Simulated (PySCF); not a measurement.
**Trend along the chalcogens: MBi anions**

CCSD(T) with double-zeta basis sets in PySCF, for the lowest determinant that a PBE0 search found; no spin–orbit coupling. De refers to high-spin ground-configuration atoms (the charge goes to the atom of lower measured ionisation energy or higher electron affinity, which is not always the lowest computed limit).

| M | basis | reference, frozen orbitals | charged atom | state (unpaired electrons) | Re (Å) | ωe (cm⁻¹) | De (eV) |
| --- | --- | --- | --- | --- | --- | --- | --- |
| O | aug-cc-pVDZ-PP/aug-cc-pVDZ | UHF, 5 | O− | triplet (π ↑↑) | 2.025 | 626 | n/a |
| S | aug-cc-pVDZ-PP/aug-cc-pV(D+d)Z | UHF, 9 | S− | triplet (π ↑↑) | 2.460 | 354 | n/a |
| Se | aug-cc-pVDZ-PP | UHF, 8 | Se− | triplet (π ↑↑) | 2.585 | 229 | n/a |

The shortest bond is that of BiO⁻ (2.025 Å), the longest that of BiSe⁻ (2.585 Å).

Down a group the atoms grow and get heavier, so bonds lengthen and wavenumbers fall; this series shows no clear exception.

Correlated steps freeze the inner cores (5 to 9 orbitals); shallow outer-core shells are correlated. Spin–orbit coupling is left out, which matters for elements this heavy, above all for dissociation energies. States were picked by a PBE0 search and need not be the measured ground states.
